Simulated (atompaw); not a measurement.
## Co (Z = 27) PAW (atompaw): all-electron and pseudo phase curves

* Element: cobalt (Co)
* Generator: atompaw 4.2.0.5
* Type: PAW
* Functional: PBE
* Relativity: scalar-relativistic
* Frozen core: [Ne]
* Valence charge: 17
* Reference configuration: 3s2 3p6 3d7 4s2 4p0
* Partial waves: 3s (bound): rc 0.90 bohr; 4s (bound): rc 1.45 bohr; 3p (bound): rc 0.95 bohr; 4p (bound, empty): rc 1.45 bohr; 3d (bound): rc 1.45 bohr; 3d channel at 0.65 Ry: rc 1.45 bohr
* Local potential: bessel scheme, radius 1.25 bohr
* Core correction: smooth core density matched at 1.20 bohr
* Augmentation charge: sinc compensation charge, radius 1.30 bohr; PAW radius 1.45 bohr; waves and projectors: custom polynom gramschmidtortho

The phase is arctan(r·u′/u) with u = r·R(r), unwrapped; energies in Ry, scanned from -10 to 5 Ry. A pole is an energy at which the radial function vanishes at the test radius. The pseudo phase is shifted by a multiple of π to meet the all-electron one at the reference energy, and phase errors are pseudo minus all-electron; the curves can meet again beyond the range given. Levels narrower than the energy grid can be missing from the lists of poles.

```json
{"channel": "s", "radius (bohr)": "1.45", "reference energy (Ry)": "-0.40", "poles, all-electron": "-6.90", "poles, pseudo": "-6.90", "unbroken range about the reference energy with phases within 0.05 rad": "the whole range", "phase error 1 Ry above the reference energy (rad)": "-0.000"}
{"channel": "p", "radius (bohr)": "1.45", "reference energy (Ry)": "-0.09", "poles, all-electron": "-3.98", "poles, pseudo": "-3.98", "unbroken range about the reference energy with phases within 0.05 rad": "the whole range", "phase error 1 Ry above the reference energy (rad)": "-0.000"}
{"channel": "d", "radius (bohr)": "1.45", "reference energy (Ry)": "-0.60", "poles, all-electron": "0.70", "poles, pseudo": "0.70", "unbroken range about the reference energy with phases within 0.05 rad": "the whole range", "phase error 1 Ry above the reference energy (rad)": "+0.000"}
```

Phases in the p channel:

```json
{"E (Ry)": "-10.00", "all-electron": "1.307", "pseudo": "1.307"}
{"E (Ry)": "-9.52", "all-electron": "1.294", "pseudo": "1.294"}
{"E (Ry)": "-9.04", "all-electron": "1.279", "pseudo": "1.279"}
{"E (Ry)": "-8.56", "all-electron": "1.261", "pseudo": "1.261"}
{"E (Ry)": "-8.08", "all-electron": "1.237", "pseudo": "1.237"}
{"E (Ry)": "-7.60", "all-electron": "1.205", "pseudo": "1.204"}
{"E (Ry)": "-7.12", "all-electron": "1.158", "pseudo": "1.157"}
{"E (Ry)": "-6.64", "all-electron": "1.081", "pseudo": "1.080"}
{"E (Ry)": "-6.16", "all-electron": "0.928", "pseudo": "0.928"}
{"E (Ry)": "-5.68", "all-electron": "0.508", "pseudo": "0.508"}
{"E (Ry)": "-5.20", "all-electron": "-0.639", "pseudo": "-0.639"}
{"E (Ry)": "-4.72", "all-electron": "-1.298", "pseudo": "-1.298"}
{"E (Ry)": "-4.24", "all-electron": "-1.510", "pseudo": "-1.510"}
{"E (Ry)": "-3.76", "all-electron": "-1.610", "pseudo": "-1.610"}
{"E (Ry)": "-3.28", "all-electron": "-1.670", "pseudo": "-1.670"}
{"E (Ry)": "-2.80", "all-electron": "-1.712", "pseudo": "-1.712"}
{"E (Ry)": "-2.32", "all-electron": "-1.746", "pseudo": "-1.746"}
{"E (Ry)": "-1.84", "all-electron": "-1.776", "pseudo": "-1.776"}
{"E (Ry)": "-1.36", "all-electron": "-1.804", "pseudo": "-1.804"}
{"E (Ry)": "-0.88", "all-electron": "-1.831", "pseudo": "-1.831"}
{"E (Ry)": "-0.40", "all-electron": "-1.859", "pseudo": "-1.859"}
{"E (Ry)": "0.08", "all-electron": "-1.889", "pseudo": "-1.889"}
{"E (Ry)": "0.56", "all-electron": "-1.923", "pseudo": "-1.923"}
{"E (Ry)": "1.04", "all-electron": "-1.962", "pseudo": "-1.962"}
{"E (Ry)": "1.52", "all-electron": "-2.007", "pseudo": "-2.007"}
{"E (Ry)": "2.00", "all-electron": "-2.062", "pseudo": "-2.062"}
{"E (Ry)": "2.48", "all-electron": "-2.132", "pseudo": "-2.132"}
{"E (Ry)": "2.96", "all-electron": "-2.221", "pseudo": "-2.222"}
{"E (Ry)": "3.44", "all-electron": "-2.341", "pseudo": "-2.342"}
{"E (Ry)": "3.92", "all-electron": "-2.503", "pseudo": "-2.506"}
{"E (Ry)": "4.40", "all-electron": "-2.726", "pseudo": "-2.732"}
{"E (Ry)": "4.88", "all-electron": "-3.014", "pseudo": "-3.023"}
```
